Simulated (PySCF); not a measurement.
Vertical excitations of a molecule C4H5NS from TDA-B3LYP/def2-SVPD (PySCF), as energy in eV (oscillator strength): 5.30 (0.000), 5.52 (0.076), 5.63 (0.001), 6.36 (0.045), 6.46 (0.004), 6.67 (0.002), 6.74 (0.002), 6.76 (0.020), 7.04 (0.004), 7.27 (0.015). Lowest triplet (TDA): 3.63 eV. Geometry optimised at PBE-D3(BJ)/def2-SVP. One conformer was computed; it need not be the lowest.

Problem. Which structure fits?
A) Cc1cscn1
B) Nc1cccs1
C) C=C1C=NCS1
D) Sc1cc[nH]c1

Solution. A, Cc1cscn1
